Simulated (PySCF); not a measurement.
Be(OMe)(OSiH3) (CH6BeO2Si), SMILES C[O][Be][O][SiH3].

Geometry optimised at r2SCAN-D4/def2-SVP. The values are those of a single conformer.

These are r2SCAN-D4/def2-SVP (PySCF) values and carry that method's errors.

Frequencies are harmonic and unscaled.

A small imaginary wavenumber (i) marks a very flat motion, where grid noise or a shallow saddle decides the sign.

Modes within 1.5 cm⁻¹ of each other (mostly degenerate sets) share a row, with their intensities summed.

Task: Estimate the vibrational spectrum. (An estimate is asked for; the answer gives what the named calculation found.)

Result: 
```
mode   ν (cm⁻¹)  IR (km/mol)  Raman (Å⁴/amu)  depolarisation    moving atoms (share of kinetic energy)
-----  --------  -----------  --------------  --------------  ----------------------------------------
1            7i          0.0             0.0               –                                   H 100 %
2–3          29          7.7             0.2            0.75    O 35 %, H 24 %, C 23 %, Si 9 %, Be 9 %
4–5          77          2.7             0.7            0.75                            O 80 %, H 13 %
6–7         405        180.2             0.4            0.75                           Be 79 %, O 20 %
8           436          0.4            11.2            0.22           Si 37 %, C 27 %, O 23 %, H 11 %
9–10        741        145.0            21.1            0.75                            H 84 %, Si 9 %
11–12       955        171.0            57.7            0.75                                    H 96 %
13          959         61.0             3.9            0.59  O 40 %, C 17 %, Be 17 %, H 15 %, Si 12 %
14         1004        539.8            18.2            0.72                           H 81 %, Si 15 %
15–16      1192          0.1             1.7            0.75                            H 76 %, C 19 %
17         1279          5.4             3.4            0.05                            O 65 %, C 24 %
18         1472        205.7            26.3            0.51                            H 82 %, C 15 %
19–20      1476          4.1            52.4            0.75                                    H 97 %
21         1721       1258.0             3.3            0.16                           Be 62 %, O 32 %
22–23      2212        363.9           184.6            0.75                                    H 96 %
24         2219         79.4           245.9            0.01                                    H 99 %
25         2982        124.0           215.6            0.00                                    H 98 %
26–27      3067         96.7           252.8            0.75                            H 90 %, C 10 %
```
